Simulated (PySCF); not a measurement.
Species: dimethyl diselenide, C2H6Se2.
Structure used (PBE0-D3(BJ)/def2-SVP), in Å, numbered top down from 1:
```xyz
10
C2H6Se2 angstrom
C      2.0788    0.1851    0.0993
Se     0.7622    1.6198   -0.0114
Se    -1.0561    0.5981    0.9902
C     -1.8518   -0.2961   -0.5497
H      3.0335    0.6099   -0.2447
H      1.7980   -0.6540   -0.5497
H      2.1799   -0.1505    1.1388
H     -2.0292    0.4295   -1.3530
H     -1.2084   -1.1115   -0.9037
H     -2.8127   -0.7097   -0.2092
```

All values: B3LYP/def2-SVPD (PySCF, non-relativistic), on one gas-phase PBE0-D3(BJ)/def2-SVP geometry that isn't relaxed in the solvent. The solvent is an IEF-PCM continuum (Bondi radii, 1.10 Å for H, scaled by 1.2). Specific hydrogen bonds and non-electrostatic terms are outside this model. Spin–orbit coupling is left out although an atom past zinc is present.

Gas phase at B3LYP/def2-SVPD: HOMO -6.29 eV, LUMO -1.38 eV, dipole 1.83 D.

Q: What does the continuum do to the energy, the frontier levels and the dipole at B3LYP/def2-SVPD in chloroform and methanol?

A: 
```
   solvent      ε  E(solvent) − E(gas) (kJ/mol)  polarisation term (kJ/mol)  distortion of the solute (kJ/mol)  HOMO (eV)  LUMO (eV)  dipole (D)
chloroform  4.711                         -9.33                      -10.58                               1.25      -6.31      -1.35        2.39
  methanol  32.61                        -13.04                      -15.59                               2.55      -6.33      -1.35        2.65
```

The first energy column is the sum of the next two and covers electrostatics alone. From chloroform to methanol the lowering changes by a factor 1.40, Onsager's factor (ε − 1)/(2ε + 1) by 1.34 and ε itself by 6.9.

Q: Which radius a makes the point-dipole formula ΔE = −[(ε − 1)/(2ε + 1)]·μ²/a³ give the value in methanol, with the gas-phase dipole?

A: μ = 0.721 au and |ΔE| = 0.00497 Eh give a = 1.95 Å; the farthest nucleus lies 3.00 Å from the centroid of the nuclei, so such a sphere wouldn't even hold the nuclei. The formula assumes a rigid point dipole at the centre of a sphere.

Q: Give the dipole vector in the frame of the coordinates (D, pointing from negative to positive charge), gas and methanol.

A: Gas (0.34, -1.53, -0.94), solvent (0.50, -2.22, -1.36). Its length changes by +45 % and its direction by less than 1°.

Q: How does the static polarisability (B3LYP/def2-SVPD, frozen core, with the continuum's full static response) change?

A: 
| medium | isotropic (au) | principal values (au) | ⟨r²⟩ of the electrons (bohr²) |
| --- | --- | --- | --- |
| gas | 86.0 | 73.6, 76.8, 107.5 | 850.5 |
| chloroform | 111.8 | 96.5, 100.3, 138.6 | 849.8 |
| methanol | 124.9 | 109.4, 113.1, 152.3 | 849.5 |

The isotropic value in methanol is 1.45 times the gas-phase one; no cavity-field correction is applied. ⟨r²⟩ is taken about the centre of nuclear charge.

Cost: about 40 s of CPU time on one thread; the machine was shared, so the figure is rough. This is the whole response run at B3LYP/def2-SVPD in methanol, SCF included.
